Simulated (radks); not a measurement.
The numbers below are computed, except where a source is named.
How relativity changes the ionisation of the lanthanum ion La+ ([Xe] 5d2) to La2+ ([Xe] 5d1). Spin-unpolarised spherical Kohn-Sham, PBE, point nucleus unless stated (finite: rms radius 4.855 fm), a radial shooting solver on a logarithmic mesh with Libxc functionals. A level marked "c x" has the speed of light scaled by that factor and shares open shells by 2j + 1; other Dirac levels either fill j = l - 1/2 first or share by 2j + 1.

| level | E(La+) (hartree) | E(La2+) (hartree) | IE (eV) | HOMO | <r> HOMO (bohr) |
|---|---|---|---|---|---|
| non-rel. | -8223.1357 | -8222.7241 | 11.202 | 5d | 2.814 |
| scalar-rel. | -8493.0636 | -8492.6660 | 10.820 | 5d | 2.894 |
| scalar-rel., finite nucleus | -8492.6900 | -8492.2923 | 10.820 | 5d | 2.894 |
| Dirac, 2j+1 shares | -8497.2853 | -8496.8879 | 10.814 | 5d5/2 | 2.918 |
| Dirac, low j first | -8497.2937 | -8496.8932 | 10.899 | 5d3/2 | 2.873 |
| Dirac, 2j+1 shares, finite nucleus | -8496.9100 | -8496.5126 | 10.814 | 5d5/2 | 2.918 |
| Dirac, c x 0.75 | -8749.8762 | -8749.4894 | 10.526 | 5d5/2 | 3.007 |
| Dirac, c x 5 | -8233.2219 | -8232.8108 | 11.186 | 5d5/2 | 2.818 |
| Dirac, c x 100 | -8223.1609 | -8222.7492 | 11.202 | 5d5/2 | 2.814 |

NIST Atomic Spectra Database: 11.185 eV (measured). The relativistic part of the total energy of La+ is -273.8 hartree (Dirac, 2j+1 shares, finite nucleus), 3.3 % of the non-relativistic value. Spin polarisation and multiplet splitting of open shells are left out at every level.

Beside tabulated values, note that relativity, absent from the non-relativistic runs, is large for the heavy elements, and spin-unpolarised runs miss the spin-polarisation part of the exchange energy of open shells.
